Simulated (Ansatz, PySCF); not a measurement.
BiCl₃, SMILES [Bi]([Cl])([Cl])[Cl].

Coordinates come from a B3LYP-D3(BJ)/def2-SVP optimisation. The isomer is the one that the SMILES or the coordinates give; other isomers of the formula were not compared. The def2 effective core potentials stand for the cores of Bi; spin–orbit coupling is left out.

Vertical ionisation energy (IE) and electron affinity (EA) in eV. Rows of orbital energies are one-electron estimates. Where ΔSCF, EOM or ADC give a negative EA the extra electron is unbound and the value depends on the basis.

```tsv
level	IE	EA
−ε(HOMO), −ε(LUMO), PBE0/def2-TZVPD (PySCF)	8.89	2.78
−ε(HOMO), −ε(LUMO), PBE/def2-TZVPD (PySCF)	7.70	3.47
ΔSCF, CAM-B3LYP/def2-SVPD (Ansatz), final states of multiplicity 2 and 2	11.04	1.34
ΔSCF, PBE/def2-SVPD (Ansatz), final states of multiplicity 2 and 2	…	…
```

Task: Fill in the missing entries. (An estimate is asked for; the answer gives what the named calculation found.)

Result: 
- ΔSCF, PBE/def2-SVPD (Ansatz, an electronic-structure program), final states of multiplicity 2 and 2, IE: 10.45
- ΔSCF, PBE/def2-SVPD (Ansatz), final states of multiplicity 2 and 2, EA: 1.18

Task: What vertical singlet–triplet gap does ΔSCF give with CAM-B3LYP/def2-SVPD (Ansatz) and with PBE/def2-SVPD (Ansatz)? (The exact figures need the calculation; the answer reports its results.)

Result: 4.48 and 4.16 eV (triplet above singlet where positive).
